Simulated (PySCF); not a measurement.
Frontier orbitals and the lowest excitations

Species: C6H10O2.
Z-matrix (Å and degrees, GFN2-xTB geometry), rows numbered from 1:
```
O 
C   1  1.4141
C   2  1.5305  1  108.18
C   3  1.5421  2  110.46  1   -67.87
C   4  1.5129  3  104.55  2   -96.18
O   5  1.4022  4  115.38  3    47.72
C   6  1.4004  5   62.88  4   -97.89
C   7  1.5140  5  109.29  6  -108.05
H   1  0.9619  2  108.84  3   175.41
H   2  1.0968  1  110.99  3  -120.21
H   2  1.1006  1  110.03  3   119.45
H   3  1.0917  2  107.16  1    52.60
H   4  1.0886  3  110.66  2    25.58
H   4  1.0906  3  111.27  2   146.56
H   5  1.0835  4  119.88  3  -166.04
H   7  1.0833  5  123.31  6   102.50
H   8  1.0907  3  111.08  2  -146.97
H   8  1.0895  3  111.76  2   -25.43
```

Theory: TDDFT wB97X-D/def2-SVPD, vertical, gas phase, core orbitals frozen in the response in PySCF 2.14.0, density-fitted response routines.

Kohn–Sham orbitals with the atoms that hold most of them (Löwdin shares over 4%, at most four atoms; ? is withheld):

```csv
orbital,ε (eV),atoms
HOMO-3,-10.99,"C2 23%, O1 22%, C3 20%, C4 6%"
HOMO-2,-10.25,"O6 23%, C7 15%, C5 15%, O1 13%"
HOMO-1,-9.87,?
HOMO,-9.40,"O6 40%, O1 14%, C2 7%, C5 6%"
LUMO,2.32,?
LUMO+1,2.54,"O1 12%, H17 12%, C8 12%, C7 9%"
LUMO+2,3.06,"H15 12%, C5 10%, H18 10%, C8 9%"
```

(1) Give the leading atoms of the LUMO.

(2) Which atoms hold the HOMO-1, and with what shares?

(3) The HOMO–LUMO gap is 11.72 eV. Where does the response calculation put the lowest singlet, and from which orbitals?

Results:

(1) O1 (bonded to C and H) 30%; H9 (bonded to O) 14%; C2 (bonded to C, O and 2 H) 13%; H11 (bonded to C) 6%. By element: oxygen 30% or more, hydrogen 21% or more, carbon 13% or more.

(2) O1 (bonded to C and H) 35%; O6 (bonded to 2 C) 16%; C7 (bonded to 2 C, O and H) 10%; C5 (bonded to 2 C, O and H) 10%. By element: oxygen 50%, carbon 20% or more.

(3) S1 is at 7.17 eV (f = 0.0029), 4.55 eV below the gap, made of HOMO-1→LUMO (36%), HOMO→LUMO (33%), HOMO-2→LUMO (9%). Its leading pair isn't HOMO and LUMO; the energies of that pair differ by 12.19 eV. 

Next come S2 at 7.92 eV (f 0.013), HOMO→LUMO+1 (46%), HOMO→LUMO (23%); S3 at 8.40 eV (f 0.0088), HOMO-1→LUMO+1 (35%), HOMO-2→LUMO+1 (15%), HOMO-2→LUMO (10%); S4 at 8.47 eV (f 0.036), HOMO→LUMO+1 (28%), HOMO→LUMO+4 (16%), HOMO-1→LUMO (14%); S5 at 8.56 eV (f 0.048), HOMO→LUMO+2 (59%), HOMO-2→LUMO+1 (8%).

One conformer stands for the species.
